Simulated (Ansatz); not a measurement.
Consider the redistribution: `CBP` + `BN[SiH2]F` → `BBC` + `F[SiH2]NP`.

Calculated with Ansatz (gas phase, PBE0-D4/def2-TZVP geometries, no zero-point term in ΔE). CCSD(T)/CBS adds triple-zeta CCSD(T) − MP2 to the extrapolated MP2 energy (def2 sets, frozen cores). DFT in def2-TZVPP. Each species was taken in one conformer, which may not be the lowest.

(1) Is it downhill or uphill in electronic energy at CCSD(T)/CBS, and by how much? (An estimate is asked.)

(2) What do these levels give: revPBE-D4, r2SCAN0, LC-ωPBE, MP2/def2-TZVPP, CCSD/def2-TZVPP, CCSD(T)/def2-TZVPP? (Estimate.)

Largest T1 diagnostic among the species: 0.015.

## Answers

(1) The calculation gave: Uphill: ΔE = +46.4 kcal/mol.

(2) The calculation gave: revPBE-D4 45.6, r2SCAN0 46.7, LC-ωPBE 45.1, MP2/def2-TZVPP 48.2, CCSD/def2-TZVPP 46.0, CCSD(T)/def2-TZVPP 47.1 kcal/mol.

In def2-TZVPP, CCSD(T) changes the Hartree–Fock value by +4.1 kcal/mol (the triples alone add +1.0 kcal/mol) and MP2 by +5.2 kcal/mol. At CCSD(T), def2-SVP lies +5.9 kcal/mol from the extrapolated value and def2-TZVPP +0.6 kcal/mol. Leaving LDA and LC-ωPBE aside and taking each functional with its dispersion term where it has one, the values, not all of them listed here, spread over 2.6 kcal/mol, from ωB97X-V to PBE-QIDH. LDA lies +2.0 kcal/mol from PBE without D4.
